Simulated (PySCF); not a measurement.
Worked example: dipole moment from atomic charges

F₄H₂OSi₂, SMILES F[Si](F)(O[SiH2]F)F. Atoms are numbered in the order given.

```xyz
9

Si     1.8531     0.5330     0.8056
F      2.4477    -0.9535     0.5951
O      0.4056     0.6220     0.0081
Si    -1.0260    -0.0081    -0.3785
F     -2.1271     1.1400    -0.4385
F     -1.4847    -1.0863     0.7023
F     -0.9721    -0.7198    -1.8013
H      1.6287     0.7415     2.2544
H      2.7727     1.5095     0.1836
```

Geometry: PBE0-D3(BJ)/def2-SVP. The values are those of a single conformer.

Charges (e) from PBE/def2-TZVP run with PySCF:

| atom | ESP fit | Mulliken |
|---|---|---|
| Si1 | 0.543 | 0.509 |
| F2 | -0.229 | -0.276 |
| O3 | -0.390 | -0.246 |
| Si4 | 0.946 | 0.813 |
| F5 | -0.260 | -0.248 |
| F6 | -0.254 | -0.253 |
| F7 | -0.248 | -0.248 |
| H8 | -0.059 | -0.027 |
| H9 | -0.049 | -0.024 |

The dipole moment of the full density is 2.02 D.

### Question
What dipole moment does each set of point charges give, and which comes closer to that of the density?

### Answer

μ = Σ q r, and 1 e Å = 4.8032 D.
ESP fit: Σ q r = (0.256, 0.298, 0.180) e Å, |μ| = 2.08 D.
Mulliken: Σ q r = (0.367, 0.489, 0.249) e Å, |μ| = 3.17 D.
ESP fit comes closer in size. Point charges leave out the atoms' own dipoles (lone pairs, polarised bonds); fits to the potential absorb them, partitions of the density don't.
